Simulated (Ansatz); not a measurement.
Ga₁₂P₁₀Br₆, 28 atoms. Hardware: 11 threads of AMD EPYC 7R13 on a shared host and a whole NVIDIA H100 80GB HBM3.

The 6-31G sets use Cartesian d functions. Single mean-field runs in 6-31G, STO-3G, def2-SVP, def2-TZVP are fitted with def2-universal-jkfit.

**Question.** How many basis functions does each of these Ansatz runs have, and roughly what does it cost? PBE-D4/def2-SVP, charge 0 singlet, relaxation, 54 steps; HF/6-31G, charge 0 singlet, energy; PBE-D4/def2-TZVP, charge 1 doublet at the geometry of the charge 0 singlet, energy, from earlier orbitals; HF/STO-3G, charge 0 singlet, energy; r2SCAN0-D4/def2-TZVP, charge 0 singlet, energy and forces, from earlier orbitals; PBE-D4/def2-TZVP, charge 0 triplet at the geometry of the charge 0 singlet, energy, from earlier orbitals; r2SCAN0-D4/def2-TZVP, charge -1 doublet at the geometry of the charge 0 singlet, energy, from earlier orbitals; PBE-D4/def2-TZVP, charge 0 singlet, energy, from earlier orbitals; B3LYP-D4/6-31G, charge 0 singlet, energy; r2SCAN-D4/def2-TZVP, charge 0 singlet, energy, from earlier orbitals; PBE0-D4/def2-TZVP, charge -1 doublet at the geometry of the charge 0 singlet, energy; PBE0-D4/def2-TZVP, charge 0 triplet at the geometry of the charge 0 singlet, energy.

**Answer.** Other jobs shared the machine, so times can vary by a factor of up to 3.

```csv
run,functions,fitting or Cholesky vectors,wall time,peak host memory (GiB)
"HF/6-31G, charge 0 singlet, energy",652,6068,7 s,1.4
"B3LYP-D4/6-31G, charge 0 singlet, energy",652,6068,8 s,1.5
"PBE-D4/def2-TZVP, charge 0 singlet, energy, from earlier orbitals",1234,6068,8 s,1.7
"r2SCAN-D4/def2-TZVP, charge 0 singlet, energy, from earlier orbitals",1234,6068,9.5 s,1.7
"HF/STO-3G, charge 0 singlet, energy",414,6068,10 s,1.3
"PBE-D4/def2-TZVP, charge 0 triplet at the geometry of the charge 0 singlet, energy, from earlier orbitals",1234,6068,18 s,2.2
"PBE-D4/def2-TZVP, charge 1 doublet at the geometry of the charge 0 singlet, energy, from earlier orbitals",1234,6068,19 s,2.2
"r2SCAN0-D4/def2-TZVP, charge 0 singlet, energy and forces, from earlier orbitals",1234,6068,25 s,11
"PBE0-D4/def2-TZVP, charge 0 triplet at the geometry of the charge 0 singlet, energy",1234,6068,39 s,2.3
"PBE0-D4/def2-TZVP, charge -1 doublet at the geometry of the charge 0 singlet, energy",1234,6068,40 s,2.3
"r2SCAN0-D4/def2-TZVP, charge -1 doublet at the geometry of the charge 0 singlet, energy, from earlier orbitals",1234,6068,51 s,2.6
"PBE-D4/def2-SVP, charge 0 singlet, relaxation, 54 steps",756,6068,3.4 min,1.6
```
